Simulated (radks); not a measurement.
Task: Os+, configuration [Xe] 4f13 5d8 (not the ground configuration). All-electron calculation, Dirac Kohn-Sham, PBEsol, spin-unpolarised, spherical densities, finite nucleus; open shells are shared between the two j in proportion to 2j + 1; Fermi nuclear charge, rms radius 5.4126 fm. Program: a radial shooting solver on a logarithmic mesh with Libxc functionals.

Spin-orbit splittings of the eigenvalues, e(l+1/2) - e(l-1/2), with zeta = 2 splitting/(2l+1) and mean radii in bohr:

shell  occ.  splitting (eV)  zeta (eV)  <r> j=l-1/2  <r> j=l+1/2
2p        6            1530       1020      0.06132      0.06951
3p        6           333.6      222.4       0.1835       0.1987
3d       10           72.26      28.90       0.1735       0.1781
4p        6           78.95      52.64       0.4347       0.4680
4d       10           14.70      5.880       0.4801       0.4912
4f       13           2.909     0.8312       0.5401       0.5476
5p        6               ?          ?        1.085        1.184
5d        8           1.151     0.4603        1.694        1.764

Estimate the 5p splitting.

Result: 12.78 eV (zeta = 8.518 eV).
